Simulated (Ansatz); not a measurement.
Sr₄O₄. The state is a singlet with charge 0. Geometry PBE-D4/def2-SVP; atoms count from 1.

Cartesian coordinates in Å:
```
Sr -0.857 2.532 -0.998
Sr 0.762 1.040 2.540
Sr -0.621 -2.588 1.033
Sr 0.720 -0.989 -2.578
O 0.069 -2.411 -1.041
O -0.096 1.039 -2.412
O -0.053 2.414 1.038
O 0.075 -1.038 2.417
```

In the def2 sets Sr takes a core potential; there is no spin–orbit coupling. Another isomer (singlet) lies 0.41 eV lower at PBE0-D4/def2-TZVP; other spin states weren't run for this one.

(1) Estimate the Mulliken populations from the PBE0/def2-TZVP orbitals of Ansatz.

(2) And the Mayer bond orders between bonded heavy atoms (over 0.3)?

Results:

(1) 
| atom | charge (e) |
| --- | --- |
| Sr1 | 1.19 |
| Sr2 | 1.19 |
| Sr3 | 1.19 |
| Sr4 | 1.19 |
| O5 | -1.19 |
| O6 | -1.19 |
| O7 | -1.19 |
| O8 | -1.19 |
Mulliken values and Mayer orders depend strongly on the basis.

(2) Sr1–O6 0.68 (2.19 Å); Sr1–O7 0.68 (2.19 Å); Sr2–O7 0.68 (2.19 Å); Sr2–O8 0.68 (2.19 Å); Sr3–O5 0.68 (2.19 Å); Sr3–O8 0.68 (2.19 Å); Sr4–O5 0.68 (2.19 Å); Sr4–O6 0.69 (2.19 Å).
